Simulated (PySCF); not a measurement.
H3As, charge -1, doublet, at the geometry of the source list (a state made from the parent by changing its charge; the spin is typed, not shown lowest) (in this run its highest filled SCF level lies above zero, so its values depend strongly on the basis, on diffuse functions most of all); DF-BLYP/6-31G* run with PySCF.

The PySCF input:
```python
from pyscf import gto, scf, dft

mol = gto.Mole()
mol.atom = '''
    As    0.00400000   -0.00260000    0.65880000
    H    -0.72090000   -0.97200000   -0.22550000
    H    -0.48990000    1.11570000   -0.20830000
    H     1.20680000   -0.14110000   -0.22500000
'''
mol.basis = '6-31g*'
mol.charge = -1
mol.spin = 1
mol.verbose = 4
mol.build()

mf = dft.UKS(mol)
mf.xc = 'blyp'
mf = mf.density_fit(auxbasis='def2-universal-jkfit')
mf.kernel()
```

**Question.** Predict the main parts of the log of this PySCF run.

**Answer.** 
```
PySCF version 2.14.0

[INPUT] verbose = 4
[INPUT] num. atoms = 4
[INPUT] num. electrons = 37
[INPUT] charge = -1
[INPUT] spin (= nelec alpha-beta = 2S) = 1
[INPUT] symmetry False subgroup None
[INPUT] Mole.unit = angstrom
[INPUT] Symbol           X                Y                Z      unit          X                Y                Z       unit  Magmom
[INPUT]  1 As     0.004000000000  -0.002600000000   0.658800000000 AA    0.007558904498  -0.004913287924   1.244951570863 Bohr   0.0
[INPUT]  2 H     -0.720900000000  -0.972000000000  -0.225500000000 AA   -1.362303563199  -1.836813793077  -0.426133241089 Bohr   0.0
[INPUT]  3 H     -0.489900000000   1.115700000000  -0.208300000000 AA   -0.925776828424   2.108367437177  -0.393629951747 Bohr   0.0
[INPUT]  4 H      1.206800000000  -0.141100000000  -0.225000000000 AA    2.280521487125  -0.266640356176  -0.425188378027 Bohr   0.0

nuclear repulsion = 35.7046454065059
number of shells = 18
number of NR pGTOs = 107
number of NR cGTOs = 38
basis = 6-31g*
ecp = {}

******** <class 'pyscf.df.df_jk.DFUKS'> ********
method = DFUKS
initial guess = minao
damping factor = 0
level_shift factor = 0
DIIS = <class 'pyscf.scf.diis.CDIIS'>
diis_start_cycle = 1
diis_space = 8
diis_damp = 0
SCF conv_tol = 1e-09
SCF conv_tol_grad = None
SCF max_cycles = 50
direct_scf = False
number electrons alpha = 19  beta = 18
XC library pyscf.dft.libxc version 7.1.2
    S. Lehtola, C. Steigemann, M. J. T. Oliveira, and M. A. L. Marques,  SoftwareX 7, 1–5 (2018)
XC functionals = blyp
    A. D. Becke,  Phys. Rev. A 38, 3098 (1988)
    C. Lee, W. Yang, and R. G. Parr,  Phys. Rev. B 37, 785 (1988)
    B. Miehlich, A. Savin, H. Stoll, and H. Preuss,  Chem. Phys. Lett. 157, 200 (1989)
radial grids:
    Treutler-Ahlrichs [JCP 102, 346 (1995); DOI:10.1063/1.469408] (M4) radial grids

becke partition: Becke, JCP 88, 2547 (1988); DOI:10.1063/1.454033
pruning grids: <function nwchem_prune>
grids dens level: 3
symmetrized grids: False
atomic radii adjust function: <function treutler_atomic_radii_adjust>
small_rho_cutoff = 0
Set gradient conv threshold to 3.16228e-05
tot grids = 49848
init E= -2236.58094336815

cycle= 1 E= -2237.24000555737  delta_E= -0.659  |g|= 0.234  |ddm|= 2.38
cycle= 2 E= -2237.24205237025  delta_E= -0.00205  |g|= 0.216  |ddm|= 4.04
cycle= 3 E= -2237.28268418786  delta_E= -0.0406  |g|= 0.0926  |ddm|=  4.3
cycle= 4 E= -2237.28424812188  delta_E= -0.00156  |g|= 0.0407  |ddm|= 2.77
cycle= 5 E= -2237.2843828902  delta_E= -0.000135  |g|= 0.045  |ddm|= 3.51
cycle= 6 E= -2237.28593484806  delta_E= -0.00155  |g|= 0.02  |ddm|= 1.31
cycle= 7 E= -2237.28610545609  delta_E= -0.000171  |g|= 0.0157  |ddm|= 0.083
cycle= 8 E= -2237.28637972918  delta_E= -0.000274  |g|= 0.00307  |ddm|= 0.495
cycle= 9 E= -2237.28638851112  delta_E= -8.78e-06  |g|= 0.00117  |ddm|= 0.0254
cycle= 10 E= -2237.28638947201  delta_E= -9.61e-07  |g|= 0.000914  |ddm|= 0.0251
cycle= 11 E= -2237.28638979123  delta_E= -3.19e-07  |g|= 0.000888  |ddm|= 0.0155
cycle= 12 E= -2237.28639002303  delta_E= -2.32e-07  |g|= 0.000835  |ddm|= 0.00915
cycle= 13 E= -2237.28639073037  delta_E= -7.07e-07  |g|= 0.00056  |ddm|= 0.0228
cycle= 14 E= -2237.28639163211  delta_E= -9.02e-07  |g|= 0.000145  |ddm|= 0.0905
cycle= 15 E= -2237.28639164458  delta_E= -1.25e-08  |g|= 7.87e-05  |ddm|= 0.00296
cycle= 16 E= -2237.28639165698  delta_E= -1.24e-08  |g|= 1.34e-05  |ddm|= 0.00858
cycle= 17 E= -2237.28639165726  delta_E= -2.75e-10  |g|= 4.4e-06  |ddm|= 0.00102
Extra cycle  E= -2237.28639165726  delta_E= -9.09e-13  |g|= 6.09e-06  |ddm|= 4.18e-05
converged SCF energy = -2237.28639165726  <S^2> = 0.7513909  2S+1 = 2.0013904
```
